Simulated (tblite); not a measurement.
Start geometry of `FC1=CCCP1C(F)(F)F` from a force field or distance geometry (Å):
```
atom  x, y, z in Å
F1    -0.7999    2.7109    0.2065
C2    -0.6699    1.3859    0.2602
C3    -1.4291    0.5417   -0.4223
C4    -1.1368   -0.9094   -0.2978
C5    -0.1907   -1.1200    0.9121
P6     0.5687    0.5258    1.2937
C7     1.9710    0.5240    0.2240
F8     1.5921    0.0842   -0.9652
F9     2.8467   -0.3130    0.8066
F10    2.4178    1.7728    0.1977
H11   -2.2177    0.9013   -1.0918
H12   -0.6751   -1.2814   -1.2124
H13   -2.0614   -1.4904   -0.1297
H14    0.5564   -1.8990    0.7050
H15   -0.7765   -1.4253    1.7794
```

Problem. What comes out of this run: GFN2-xTB geometry optimisation, gas phase (tblite)?

Solution. 
```
atom  x, y, z in Å
F1    -0.806    2.682    0.308
C2    -0.697    1.349    0.304
C3    -1.418    0.535   -0.456
C4    -1.129   -0.919   -0.294
C5    -0.243   -1.101    0.953
P6     0.480    0.540    1.451
C7     1.937    0.531    0.219
F8     1.611    0.137   -1.025
F9     2.888   -0.316    0.645
F10    2.497    1.738    0.111
H11   -2.148    0.876   -1.171
H12   -0.621   -1.283   -1.191
H13   -2.057   -1.485   -0.194
H14    0.548   -1.838    0.806
H15   -0.846   -1.438    1.800
```

The energy falls by 13.6 kcal/mol over 56 L-BFGS steps, the largest force on an atom goes from 4.40 to 0.006 eV/Å, and the atoms move by 0.098 Å rms after alignment. The bond that changes most is P6–C7 (phosphine phosphorus to CF3 carbon), which lengthens by 0.145 Å. Bonds longer at the end by more than 0.005 Å: 6 of 15; shorter: 4. Among the angles that change most is C2–P6–C7, from 101.3° to 95.1°. Rotational constants go from 1661, 1103, 855.3 to 1612, 1052, 852.5 MHz. The orientation of the end geometry is arbitrary; only internal coordinates are fixed.

Its GFN2-xTB frequencies are all real (lowest 32 cm⁻¹). One conformer, not necessarily the lowest.

These are computed values.
